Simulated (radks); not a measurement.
Results of a calculation; reference values are marked as such.
Valence configurations of Gd I (all share [Xe]). Level of theory: scalar-relativistic Kohn-Sham, PBE, spin-polarised, spherical densities, point nucleus; open shells are filled with parallel spins first (spin-orbit coupling, left out, can overturn this in heavy ions) (a radial shooting solver on a logarithmic mesh with Libxc functionals). Energies are relative to 4f7 5d1 6s2; eigenvalues in eV for spin up.

4f7 5d1 6s2: E (eV) 0.000; moment (Bohr magnetons) 8; e(4f) -10.447; e(5d) -2.954; e(6s) -4.346
4f6 5d1 6s2 6p1: E (eV) 13.430; moment (Bohr magnetons) 8; e(4f) -20.533; e(5d) -6.455; e(6p) -2.557; e(6s) -6.165
4f7 5d1 6s1 6p1: E (eV) 1.887; moment (Bohr magnetons) 10; e(4f) -11.528; e(5d) -4.007; e(6p) -2.203; e(6s) -5.316
4f7 6s2 6p1: E (eV) 2.033; moment (Bohr magnetons) 8; e(4f) -13.716; e(6p) -2.443; e(6s) -5.716
4f8 6s1 6p1: E (eV) 1.636; moment (Bohr magnetons) 8; e(4f) -5.523; e(6p) -2.052; e(6s) -4.784
4f8 6s2: E (eV) -0.286; moment (Bohr magnetons) 6; e(4f) -4.416; e(6s) -3.760
4f6.5 5d1 6s1 6p1.5: E (eV) 7.638; moment (Bohr magnetons) 10; e(4f) -16.333; e(5d) -5.631; e(6p) -2.696; e(6s) -6.158
4f8 6p2: E (eV) 4.383; moment (Bohr magnetons) 8; e(4f) -6.758; e(6p) -2.569

NIST lists [Xe] 4f7 5d1 6s2 as the ground configuration; this level of theory puts 4f8 6s2 lower, by 0.286 eV. The energies are those of spherical high-spin densities, not of single terms. No valid solution was reached for [Xe] 4f8 5d1 6s1; [Xe] 4f9 5d1.
